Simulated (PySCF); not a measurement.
Species: C5H5N2O (doublet state).
Bonds: N1–C2 (triple), C2–C3, C3–C4 (double), C4–C5, C5–N6, N6–O7, N6–C8, C3–C8. Hydrogens: H9 on C4; H10, H11 on C5; H12, H13 on C8.

Structure optimised with GFN2-xTB, isolated species. This method treats the open shell by occupation alone, without spin polarisation.

Problem. Give the optimised bond lengths and angles.

Solution. 
```
          bond  length (Å)   order
         N1≡C2       1.146  triple
         C2–C3       1.406  single
         C3=C4       1.336  double
         C4–C5       1.487  single
         C5–N6       1.448  single
         N6–O7       1.267  single
         N6–C8       1.447  single
         C3–C8       1.501  single
         C4–H9       1.075  single
C5–H10, C5–H11       1.099  single
C8–H12, C8–H13       1.099  single
```

Bonds in one row agree within 0.01 Å and their mean is given. Orders are formal, as drawn. A selection of angles:
```
     angle  degrees
  N1–C2–C3    179.3
  C2–C3–C4    126.9
  C2–C3–C8    122.0
  C4–C3–C8    111.0
  C3–C4–C5    110.9
  C3–C4–H9    126.4
  C5–C4–H9    122.7
  C4–C5–N6    103.2
 C4–C5–H10    112.6
 N6–C5–H10    110.7
H10–C5–H11    106.9
  C5–N6–O7    123.9
  C5–N6–C8    112.4
  O7–N6–C8    123.7
 N6–C8–H12    110.8
  C3–C8–N6    102.5
 C3–C8–H12    112.8
H12–C8–H13    107.2
```

Torsions: C2–C3–C4–C5 180° (antiperiplanar); C3–C4–C5–N6 0° (synperiplanar); C4–C5–N6–O7 180° (antiperiplanar); C5–N6–C8–C3 0° (synperiplanar); C2–C3–C8–N6 180° (antiperiplanar).

The 5-membered ring C3–C4–C5–N6–C8 has internal angles of 102.5° to 112.4° (sum 540°, against 540° for a flat polygon); it is planar, 0.00 Å rms from its mean plane, widest ring torsion 0°. C3 (carbon bonded to 3 C) is planar (angles 126.9°, 122.0° and 111.0°, sum 360.0°, 0.00 Å off the plane of its three neighbours). C4 (carbon bonded to 2 C and H) is planar (angles 126.4°, 122.7° and 110.9°, sum 360.0°, 0.00 Å off the plane of its three neighbours). The 8 heavy atoms lie in one plane (0.002 Å rms). The 3 C–N bonds span 1.146 Å (N1≡C2, drawn triple) to 1.448 Å (C5–N6, drawn single), a spread of 0.302 Å. N6 (nitrogen bonded to 2 C and O) is planar (angles 123.9°, 123.7° and 112.4°, sum 360.0°, 0.00 Å off the plane of its three neighbours). The C–C distances run from 1.336 Å (C3=C4, drawn double) to 1.501 Å (C3–C8, drawn single), a spread of 0.165 Å.

Point group: Cs (every atom within 0.08 Å of its image). Stationary, but not proved a minimum.

These are computed values.
